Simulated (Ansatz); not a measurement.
Born–Oppenheimer molecular dynamics of AlClF3H (6 atoms, charge 0, multiplicity 1). It starts at the highest image of a converged band. Of that band: The top lies less than 8 meV above the higher end, about what the thresholds resolve: that end is a shoulder or a very shallow well. A vibrational analysis at the climbing image gives one clearly imaginary mode, 140i cm⁻¹: a first-order saddle point.

The calculation used Ansatz 0.2.0, RKS PBE-D4/cc-pVDZ.

```json
{
  "ensemble": "NVE (velocity Verlet)",
  "time step": "0.5 fs",
  "steps asked": "200",
  "starting velocities drawn for": "300 K",
  "seed": "5504"
}
```

First frame:

```xyz
6
Properties=species:S:1:pos:R:3
Al 0.014 -0.333 -0.060
Cl 0.014 0.011 2.322
F 1.479 0.217 -0.700
F -1.481 0.143 -0.688
F 0.066 -2.003 0.573
H 0.054 -1.331 1.833
```

How far do the bonds stretch over the last three quarters of this one trajectory? (Pairs bonded in most of those frames.)


```json
{"bond": "Al1–Cl2", "mean (Å)": "2.560", "spread (Å)": "0.059", "shortest": "2.45", "longest": "2.63"}
{"bond": "Al1–F3", "mean (Å)": "1.692", "spread (Å)": "0.028", "shortest": "1.65", "longest": "1.74"}
{"bond": "Al1–F4", "mean (Å)": "1.689", "spread (Å)": "0.019", "shortest": "1.65", "longest": "1.72"}
{"bond": "Al1–F5", "mean (Å)": "1.716", "spread (Å)": "0.017", "shortest": "1.69", "longest": "1.76"}
{"bond": "Cl2–H6", "mean (Å)": "1.330", "spread (Å)": "0.032", "shortest": "1.28", "longest": "1.42"}
```

Mean temperature of the second half: 144 K. The conserved energy stayed within 0.046 meV per atom of its start (net change 0.035 meV per atom), so the integration is sound. A run of 0.1 ps of so small a system gives no equilibrium averages. The orbitals stay closed-shell, which can raise the energy where a bond breaks towards radicals; this wasn't checked here.

Time of the run: 2.5 min on 1 thread of AMD EPYC 9R45 96-Core Processor (Zen 5) (shared host), peak memory 0.16 GiB.
